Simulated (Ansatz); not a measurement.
C4H5 (SMILES [CH-]1[C@@H]2C[C@H]12), charge -1, singlet, geometry from GFN2-xTB (a gas-phase anion, which may not be bound at this level); Ansatz (an electronic-structure program) with HF/6-31G*.

Ansatz was given this input:
Ansatz 0.2 input:
```yaml
crystal:
  periodic: [false, false, false]
  atoms:
    - {symbol: C, position_ang: [-0.01348128, 1.18155902, 0.44895058]}
    - {symbol: C, position_ang: [0.00640291, -1.09047136, 0.32460397]}
    - {symbol: C, position_ang: [0.75400431, 0.06221722, -0.26521490]}
    - {symbol: C, position_ang: [-0.75049844, 0.04972316, -0.27751056]}
    - {symbol: H, position_ang: [-0.01520664, 2.09591209, -0.26903994]}
    - {symbol: H, position_ang: [-0.00145211, -1.21255464, 1.40980063]}
    - {symbol: H, position_ang: [0.01870869, -2.05397794, -0.20208349]}
    - {symbol: H, position_ang: [1.39180994, -0.01229614, -1.15053042]}
    - {symbol: H, position_ang: [-1.37242485, -0.03525157, -1.17312134]}
basis:
  gaussian:
    orbitals: 6-31G*
hamiltonian:
  xc: hf
total_charge: -1
```

Task: Predict the main parts of the log of this Ansatz run.

Result: 
```
Functional definition: HF
739 factors; integrals over basis functions are off by at most 7.2e-4 eV
mean field evaluation 1: about -4192.8203 eV, gradient 2.5e1 eV
mean field evaluation 2: about -4192.8247 eV, gradient 2.5e1 eV
mean field evaluation 4: about -4194.8321 eV, gradient 3.4e0 eV
mean field evaluation 8: about -4194.8770 eV, gradient 6.7e-4 eV
mean field -4194.87697279 eV, -154.1588853602 hartree, gradient 1.1e-5 eV, S^2 0.000000; 0 other end points of the search recorded, 0 dependent functions left out
reference -4194.87697279 eV, -154.1588853602 hartree; 15, 15 occupied and 55, 55 virtual orbitals, 739 factors
Total energy: -4194.87697279 eV, -154.1588853602 hartree
```
